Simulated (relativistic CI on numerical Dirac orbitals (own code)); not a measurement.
# Line list: Forbidden lines, Nb VII

Calculated at this level of theory: Dirac-Coulomb-Breit CI, orbitals from a KLI potential per configuration, a model potential for QED, unscaled Slater integrals (own radial code, finite nucleus).

Configurations in the expansion (outside the closed core [Ar] 3d10): 4s2 4p5, 4s 4p6, 4s2 4p4 4d, 4s 4p5 4d, 4s2 4p4 4f, 4s2 4p4 5s, 4s 4p5 4f, 4s2 4p4 5p, 4s2 4p4 5d, 4p6 4d, 4s 4p4 4d2, 4s2 4p4 6s, 4s2 4p3 4d 4f, 4s2 4p4 6p, 4s 4p5 5s, 4s2 4p4 5f, 4s2 4p4 5g, 4s2 4p4 6d, 4s2 4p4 7s, 4s 4p5 5p, 4s2 4p4 7p, 4s2 4p4 6f, 4s 4p5 5d, 4p6 4f, 4s2 4p3 4d 5p, 4s 4p5 6s, 4s 4p5 6p, 4s2 4p3 4d2, 4s2 4p2 4d3, 4s 4p3 4d3, 4s2 4p2 4d2 4f, 4s2 4p2 4d2 5s, 4s 4p3 4d2 4f, 4p5 4d2, 4p4 4d3, 4p4 4d2 4f, 4p4 4d2 5s, 4s2 4p3 4d 5s, 4s 4p3 4d2 5s, 4s2 4p2 4d 4f 5s, 4s2 4p2 4d 5s2, 4s 4p3 4d 4f 5s, 4p5 4d 5s, 4p4 4d 4f 5s, 4p4 4d 5s2. Double excitations out of closed p, d and f shells are left out; levels of such configurations are missing from the list, as are those of other unlisted configurations, and high levels can miss mixing partners. These lack a partner that the ground configuration has and come out too high: 4s2 4p4 5p, 4s2 4p4 5d, 4s2 4p4 6s, 4s2 4p4 6p, 4s2 4p4 5f.

```
λ vac (nm)                       Lower                       Upper  Type   A (s⁻¹)  E lower (cm⁻¹)  E upper (cm⁻¹)
    151.32       4s2 4p4 4d 4D_5/2 [4]      4s2 4p4 4d 2F_7/2 [24]    M1  1.53e+01          273658          339742
    152.74       4s2 4p4 4d 4D_7/2 [5]      4s2 4p4 4d 2F_7/2 [24]    M1  6.32e+01          274272          339742
    153.16    4s2 4p4 4f 4G°_11/2 [86]  4s2 4p3 4d2 2I°_13/2 [164]    M1  2.80e+00          574487          639779
    192.11   4s2 4p3 4d2 6F°_11/2 [79]  4s2 4p3 4d2 4H°_13/2 [137]    E2  1.04e+00          563564          615616
    192.11   4s2 4p3 4d2 6F°_11/2 [79]  4s2 4p3 4d2 4H°_13/2 [137]    M1  4.17e+00          563564          615616
    200.09       4s2 4p4 4d 4F_9/2 [8]      4s2 4p4 4d 2F_7/2 [24]    M1  8.55e+01          289764          339742
    219.55       4s2 4p4 4d 4D_7/2 [5]      4s2 4p4 4d 2G_9/2 [21]    M1  1.12e+01          274272          319821
    220.11       4s2 4p4 4d 4D_5/2 [4]      4s2 4p4 4d 2G_7/2 [20]    M1  1.23e+01          273658          319090
    223.13       4s2 4p4 4d 4D_7/2 [5]      4s2 4p4 4d 2G_7/2 [20]    M1  2.12e+01          274272          319090
    243.14    4s2 4p4 4f 4G°_11/2 [86]  4s2 4p3 4d2 4H°_13/2 [137]    M1  1.72e-01          574487          615616
    248.63  4s2 4p3 4d2 4G°_11/2 [117]  4s2 4p3 4d2 2I°_13/2 [164]    M1  4.58e-01          599558          639779
    260.07      4s2 4p4 4d 4F_5/2 [12]      4s2 4p4 4d 2F_7/2 [24]    M1  4.65e+00          301291          339742
    262.90   4s2 4p4 4f 2H°_11/2 [121]  4s2 4p3 4d2 2I°_13/2 [164]    M1  5.81e+00          601741          639779
    293.34       4s2 4p4 4d 4D_5/2 [4]      4s2 4p4 4d 2F_7/2 [16]    M1  4.44e+00          273658          307749
    298.72       4s2 4p4 4d 4D_7/2 [5]      4s2 4p4 4d 2F_7/2 [16]    M1  3.57e+01          274272          307749
    331.85      4s2 4p4 4d 4P_5/2 [17]      4s2 4p4 4d 2F_7/2 [24]    M1  4.47e+00          309608          339742
    332.70       4s2 4p4 4d 4F_9/2 [8]      4s2 4p4 4d 2G_9/2 [21]    M1  8.08e+01          289764          319821
    340.99       4s2 4p4 4d 4F_9/2 [8]      4s2 4p4 4d 2G_7/2 [20]    M1  2.21e+00          289764          319090
    404.37      4s2 4p4 4d 2D_5/2 [19]      4s2 4p4 4d 2F_7/2 [24]    M1  9.25e+00          315013          339742
    413.86  4s2 4p3 4d2 4H°_13/2 [137]  4s2 4p3 4d2 2I°_13/2 [164]    M1  7.72e-01          615616          639779
    416.75      4s2 4p4 4d 4F_7/2 [10]      4s2 4p4 4d 2G_7/2 [20]    M1  4.05e+01          295095          319090
    466.49       4s2 4p4 4d 4D_5/2 [4]      4s2 4p4 4d 4F_7/2 [10]    M1  3.41e-01          273658          295095
    480.24       4s2 4p4 4d 4D_7/2 [5]      4s2 4p4 4d 4F_7/2 [10]    M1  3.17e+00          274272          295095
    489.53  4s2 4p3 4d2 2H°_11/2 [140]  4s2 4p3 4d2 2I°_13/2 [164]    M1  2.43e+00          619351          639779
    529.65         4s2 4p5 2P°_3/2 [1]         4s2 4p5 2P°_1/2 [2]    M1  1.21e+02               0           18881
    556.01       4s2 4p4 4d 4F_9/2 [8]      4s2 4p4 4d 2F_7/2 [16]    M1  3.08e+01          289764          307749
    561.82      4s2 4p4 4d 4F_5/2 [12]      4s2 4p4 4d 2G_7/2 [20]    M1  4.08e+00          301291          319090
    645.52       4s2 4p4 4d 4D_7/2 [5]       4s2 4p4 4d 4F_9/2 [8]    M1  5.41e+00          274272          289764
    790.28      4s2 4p4 4d 4F_7/2 [10]      4s2 4p4 4d 2F_7/2 [16]    M1  6.30e+00          295095          307749
    828.38      4s2 4p4 4d 2F_7/2 [16]      4s2 4p4 4d 2G_9/2 [21]    M1  7.98e+00          307749          319821
    881.74      4s2 4p4 4d 2F_7/2 [16]      4s2 4p4 4d 2G_7/2 [20]    M1  4.08e+00          307749          319090
    1548.5      4s2 4p4 4d 4F_5/2 [12]      4s2 4p4 4d 2F_7/2 [16]    M1  2.84e+00          301291          307749
    1875.7       4s2 4p4 4d 4F_9/2 [8]      4s2 4p4 4d 4F_7/2 [10]    M1  3.62e+00          289764          295095
    2048.9  4s2 4p3 4d2 4H°_11/2 [130]  4s2 4p3 4d2 4H°_13/2 [137]    M1  2.74e+00          610735          615616
    2498.3  4s2 4p3 4d2 2I°_11/2 [153]  4s2 4p3 4d2 2I°_13/2 [164]    M1  6.37e-01          635776          639779
   16291.0       4s2 4p4 4d 4D_5/2 [4]       4s2 4p4 4d 4D_7/2 [5]    M1  4.99e-03          273658          274272
```

Terms are leading LS components. Brackets give the number of a level in order of energy, since labels repeat. The list gives strong lines, with weight on those to low levels, among the lowest 400 of 11470 levels, so that lines to higher ones, which can be the strongest, are missing. Levels whose partners in the same complex of configurations lie outside the list can be far off, and so can their lines. Rates are taken at the computed energies, electric ones in the length gauge.

At this charge configurations can still be misplaced by up to about 7 % of their energy. 7 of the 8 excited levels that our extract of the measured tables holds in this range could be paired (the sources list more); they are missed by 12699 cm⁻¹ on average and 31456 at most, and levels without a partner can miss by more.

LS names give the leading component of a level, which can be under half, so a name can repeat, a term be missing and a line seem to break the LS rules.
